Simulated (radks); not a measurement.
Excited configurations of Pm IV: one electron is placed in a higher orbital outside [Xe] 4f3. The ground configuration is [Xe] 4f4. Method: scalar-relativistic Kohn-Sham, BLYP, spin-polarised, spherical densities, point nucleus; open shells are filled with parallel spins first (spin-orbit coupling, left out, can overturn this in heavy ions); computed with a radial shooting solver on a logarithmic mesh with Libxc functionals. Excitation = E - E(ground); binding = E(ion) - E, where the ion is the core of charge +4; n* = 4/sqrt(2 binding) in atomic units, and the quantum defect is n - n*.

| outer orbital | excitation (eV) | binding (eV) | n* | <r> (bohr) |
|---|---|---|---|---|
| 5f | 27.493 | 14.519 | 3.872 | 4.086 |
| 6s | 14.186 | 27.825 | 2.797 | 3.098 |
| 6f | 32.392 | 9.620 | 4.757 | 7.204 |
| 7s | 26.806 | 15.206 | 3.784 | 5.570 |
| 7p | 28.960 | 13.052 | 4.084 | 6.272 |

The Delta-SCF ionisation energy is 42.012 eV (NIST Atomic Spectra Database: 41.2 eV, semi-empirical). Self-interaction in the functional shifts the binding energies and quantum defects, so they are the method's values and not measured ones. Open shells are spherical and high-spin; term and fine-structure splittings are not resolved. Spin-orbit splitting is averaged out at the scalar-relativistic level.
